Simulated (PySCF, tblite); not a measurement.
**Isomers of C14H12BN**

All values: TDA wB97X-D/6-31G*, gas phase, PySCF SCF with an in-house response code, fitting set def2-universal-JFIT up to Ne and JKFIT beyond, grid level 1 (kernel 0), vertical, one conformer each, geometries GFN2-xTB; core orbitals frozen in the response, virtual orbitals above 1.5 Eh left out for most members. The lowest 6 to 8 singlets were sought, and the brightest is taken among them. The runs took 0.4 to 1 CPU minutes each on shared server CPUs. Energies are electronic, without zero-point or thermal terms, against the lowest isomer listed.

Q: Rank these isomers by DFT energy, most stable first.
A. B1C=CC2=CC=Cc3ccccc3C2=CN1
B. CB1C=C2C=C3C2=c2c1cccc2=CN3C
C. C1=CNB2C=CC=c3ccccc3=C2C=C1

A: A (0.0 kcal/mol), C (11.1 kcal/mol), B (61.9 kcal/mol).

Q: Give energies, gaps and lowest singlets for all.

A: 
| isomer | DFT energy / kcal/mol | GFN2-xTB energy / kcal/mol | HOMO-LUMO gap / eV | S1 / eV | f(S1) |
| --- | --- | --- | --- | --- | --- |
| C1=CNB2C=CC=c3ccccc3=C2C=C1 | 11.1 | 21.8 | 5.65 | 2.27 | 0.103 |
| B1C=CC2=CC=Cc3ccccc3C2=CN1 | 0.0 | 0.0 | 7.50 | 3.59 | 0.052 |
| CB1C=C2C=C3C2=c2c1cccc2=CN3C | 61.9 | 52.8 | 5.57 | 1.89 | 0.013 |
